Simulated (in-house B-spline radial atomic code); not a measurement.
RPA and G0W0 on BHandHLYP: the iodine ion I⁶⁺

Configuration [Kr] 4d10 5s1, highest spin, mean-field start BHandHLYP. Computed with a B-spline radial code for spherical atoms: all electrons, non-relativistic, point nucleus, each spin shell either full or empty, empty states to l = 9 with an (l + 1/2)⁻⁴ tail; G0W0 by contour deformation at full frequency.

Without relativity these are model numbers: it shifts the levels of so heavy an element strongly and can reorder them.

Command:
```bash
python run_gw.py task.json out
```
Settings (radii: box in bohr, nucleus in fm):
```
Z                        53
electrons                47
configuration            [Kr] 4d10 5s1
hamiltonian              nr
method                   bhandhlyp
lmax                     9
spin_polarised           True
box_radius               9.29
intervals                51
ion_configuration        [Kr] 4d10
```

Cost of the run: 8.7 s on 1 thread of Arm Neoverse N1 (shared host).

Energies (hartree):

```tsv
term	value
mean-field total	-6912.53071
Hartree-Fock functional on these orbitals	-6910.06932
direct second order	-3.9728
second-order exchange	1.098
SOSEX correction	1.0357
```

Question: What is the RPA correlation energy, and what remains with SOSEX?

Answer: RPA gives -3.5702 hartree (-2.07 eV per electron); RPA + SOSEX gives -2.5345, and the second-order doubles -2.8748 hartree (no singles). RPA lacks exchange-type terms and so overcorrelates at short range.

Quasi-particle levels (eV):

```csv
level,occupied,mean field,Σx - vxc,Σc,QP weight,G0W0
5s up,yes,-81.90,-1.34,?,?,?
4d down,yes,-131.96,-5.55,0.23,0.964,-137.28
4d up,yes,-132.24,-5.62,0.35,0.905,-137.50
5s down,no,-74.97,5.45,-2.67,0.966,-72.20
```

G0W0 = mean field + (Σx - vxc) + Σc, with Σc (partial-wave tail included) taken at the quasi-particle energy. Only the outer levels were computed. Levels of low weight are left out.

Question: Where does G0W0 put 5s up?

Answer: At -85.37 eV, with Σc = -2.13 eV and a quasi-particle weight of 0.977. The tabulated removal energy is 87.61 ± 0.06 eV (NIST, semi-empirical); the calculation leaves out relativity, Breit and QED terms, and what these don't explain is the method's own error.

Question: What does it cost to remove one electron (to [Kr] 4d10) by differences of total energies, each species on its own start (correlation terms add to the Hartree-Fock functional)?

Answer: BHandHLYP 85.00 eV, Hartree-Fock functional 83.07 eV, + RPA 85.10 eV, + RPA + SOSEX 84.45 eV, + second order 85.21 eV. Tabulated: 87.61 ± 0.06 eV (NIST, semi-empirical); the calculation leaves out relativity, Breit and QED terms, and what these don't explain is the method's own error.
